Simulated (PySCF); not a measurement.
## From computed data to an observable: chemical shift, span and skew from a shielding tensor

C3H4ClF, SMILES C/C(Cl)=C\F. Atoms are numbered in the order given.

```xyz
9

C     -1.6316    -0.1900     0.0000
C     -0.1596     0.0180     0.0000
Cl     0.3904     1.6645     0.0000
C      0.7621    -0.9471     0.0000
F      0.4151    -2.2322     0.0000
H     -2.0889     0.2736    -0.8881
H     -1.8602    -1.2639     0.0000
H     -2.0889     0.2736     0.8881
H      1.8406    -0.7750     0.0000
```

The structure is a stationary point at PBE0-D3(BJ)/def2-SVP.

GIAO shieldings from PBE/pcSseg-1 (PySCF), non-relativistic, no solvent. The symmetric part of the tensor of F5 has the principal values 207.6, 243.9, 377.0 ppm. The same nucleus in CFCl3 has σ = 133.6 ppm at this level (PySCF, at its B3LYP-D3(BJ)/def2-TZVP geometry). Without spin–orbit terms, shifts of atoms bonded to Cl or Br come out too high.

Question: Work out the isotropic shielding, the ¹⁹F shift against CFCl3, the span and the skew.

Answer: 
σ(iso) = (σ11 + σ22 + σ33)/3 = 276.2 ppm. δ = σ(ref) − σ(iso) = 133.6 − (276.2) = -142.6 ppm.
Span Ω = σ33 − σ11 = 169.4 ppm. Skew κ = 3(σ(iso) − σ22)/Ω = 0.57. Tumbling in solution averages the tensor to δ; in a static solid the shielding alone would spread this spin-1/2 line over Ω.
